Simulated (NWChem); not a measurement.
Species: bromine monochloride (BrCl); SMILES ClBr

Program: NWChem. Pople sets run with spherical d functions. STO-3G and 3-21G are far too small for this property and stand as cheap habits. All runs use the structure optimised with PBE0/def2-SVP. Vertical excitations in the gas phase; the lowest state need not have the same character in each row.

```tsv
level	basis functions	lowest excitation, singlet (eV)	oscillator strength of that lowest state	orbital gap (eV)	relative time
PBE/3-21G, TDA	35	2.89	0.000	2.35	1
PBE/6-31G*, TDA	50	2.91	0.000	2.42	7
PBE/def2-SVP, TDA	50	2.97	0.000	2.47	4
PBE/def2-SVPD, TDA	68	2.86	0.001	2.40	7
PBE/def2-TZVP, TDA	85	2.97	0.000	2.53	20
PBE/aug-cc-pVDZ, TDA	63	2.88	0.001	2.42	60
PBE/def2-TZVPD, TDA	103	2.95	0.001	2.51	30
```

Times are rough ratios from one shared machine.
